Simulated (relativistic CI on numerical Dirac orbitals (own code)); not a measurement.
Line list: Electric-dipole lines, Sr XXI

These numbers are calculated, not measured: Dirac-Coulomb-Breit CI, KLI orbitals optimised for each configuration, QED by a radiative potential, unscaled Slater integrals (own radial code, finite nucleus).

Configuration list (outside the closed core [Ne]): 3s2 3p6, 3s2 3p5 3d, 3s 3p6 3d, 3s2 3p5 4s, 3s2 3p5 4p, 3s2 3p5 4d, 3s 3p6 4s, 3s2 3p5 4f, 3p6 3d2, 3p5 3d3, 3p5 3d2 4s, 3p5 3d2 4p, 3p5 3d2 4d, 3p6 3d 4s, 3p5 3d 4s2, 3p5 3d 4s 4p, 3p5 3d 4s 4d. Double excitations out of closed p, d and f shells are left out; levels of such configurations are missing from the list, as are those of other unlisted configurations, and high levels can miss mixing partners. These lack a partner that the ground configuration has and come out too high: 3s2 3p5 4f.

```
λ vac (nm)                  Lower                  Upper   A (s⁻¹)  E lower (Ry)  E upper (Ry)
    2.4381       3s2 3p6 1S_0 [1]  3s2 3p5 4d 1P°_1 [94]  4.52e+12        0.0000       37.3761
    2.7902   3s2 3p5 3d 3P°_0 [2]  3s2 3p5 4f 3D_1 [152]  2.40e+12        7.0121       39.6719
    2.7951   3s2 3p5 3d 3P°_1 [3]  3s2 3p5 4f 3D_2 [155]  2.90e+12        7.1490       39.7509
    2.8097   3s2 3p5 3d 3P°_2 [4]  3s2 3p5 4f 3D_3 [160]  3.36e+12        7.4302       39.8626
    2.8144  3s2 3p5 3d 3F°_2 [10]  3s2 3p5 4f 3G_3 [172]  4.41e+12        8.5148       40.8937
    2.8187   3s2 3p5 3d 3F°_3 [5]  3s2 3p5 4f 3G_4 [159]  4.29e+12        7.4971       39.8268
    2.8195   3s2 3p5 3d 3P°_2 [4]  3s2 3p5 4f 3D_2 [155]  1.75e+12        7.4302       39.7509
    2.8244   3s2 3p5 3d 3F°_4 [6]  3s2 3p5 4f 3G_5 [157]  4.81e+12        7.5042       39.7685
    2.8252   3s2 3p5 3d 3F°_2 [7]  3s2 3p5 4f 3G_3 [162]  3.72e+12        7.7056       39.9606
    2.8348  3s2 3p5 3d 3D°_2 [11]  3s2 3p5 4f 3F_3 [173]  4.42e+12        8.7918       40.9373
    2.8414  3s2 3p5 3d 1F°_3 [12]  3s2 3p5 4f 1G_4 [174]  4.65e+12        8.8895       40.9601
    2.8504   3s2 3p5 3d 3D°_3 [8]  3s2 3p5 4f 3F_4 [163]  4.23e+12        8.0470       40.0164
    2.8668   3s2 3p5 3d 3D°_1 [9]  3s2 3p5 4f 1D_2 [165]  2.51e+12        8.3879       40.1749
    8.4547      3p6 3d2 3F_3 [19]    3p5 3d3 3D°_2 [166]  5.19e+11       29.4203       40.1985
    8.5538      3p6 3d2 3F_4 [20]    3p5 3d3 3D°_3 [167]  5.41e+11       29.5641       40.2175
    8.5746       3s2 3p6 1S_0 [1]  3s2 3p5 3d 1P°_1 [13]  6.24e+11        0.0000       10.6275
    8.6198      3p6 3d2 1G_4 [25]    3p5 3d3 1F°_3 [171]  6.01e+11       30.0801       40.6519
    8.7718      3p6 3d2 1G_4 [25]    3p5 3d3 1G°_4 [169]  6.67e+11       30.0801       40.4686
    8.9238      3p6 3d2 3F_4 [20]    3p5 3d3 3F°_4 [158]  4.90e+11       29.5641       39.7758
    12.853   3s2 3p5 3d 3F°_4 [6]    3s 3p6 3d 3D_3 [16]  7.77e+10        7.5042       14.5941
```

Terms are leading LS components. Brackets give the number of a level in order of energy, since labels repeat. The list gives strong lines, with weight on those to low levels, without lines whose two gauges differ by over a factor of 2.5, among the lowest 200 of 1246 levels, so that lines to higher ones, which can be the strongest, are missing. Levels whose partners in the same complex of configurations lie outside the list can be far off, and so can their lines. Rates are taken at the computed energies, electric ones in the length gauge.

At this charge energies of transitions that change n are usually good to better than 1 %, and those within a shell (Δn = 0) to a few per cent.

LS names give the leading component of a level, which can be under half, so a name can repeat, a term be missing and a line seem to break the LS rules.
